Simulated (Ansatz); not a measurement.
Basis-set series for Cl2H3SbSi (`[SiH3][Sb]([Cl])[Cl]`). The species carries charge 0 and has multiplicity 1. Sb takes the def2 core potential. All single points use the PBE0-D4/def2-TZVP geometry.

```tsv
functional	basis	functions	energy (Eh)	HOMO (eV)	LUMO (eV)
PBE0-D4	def2-SVP	95	-1451.22322	-7.21	-1.74
PBE0-D4	def2-QZVPP	382	-1451.69713	-7.34	-1.99
ωB97M-V	def2-SVP	95	-1451.52257	-9.13	0.23
ωB97M-V	def2-QZVPP	382	-1451.99433	-9.30	-0.21
```

Problem. Give the rows for def2-TZVPP. (Estimate.)

Solution. Computed: 
| functional | basis | functions | energy (Eh) | HOMO (eV) | LUMO (eV) |
| --- | --- | --- | --- | --- | --- |
| PBE0-D4 | def2-TZVPP | 218 | -1451.65731 | -7.31 | -1.92 |
| ωB97M-V | def2-TZVPP | 218 | -1451.95613 | -9.27 | -0.06 |
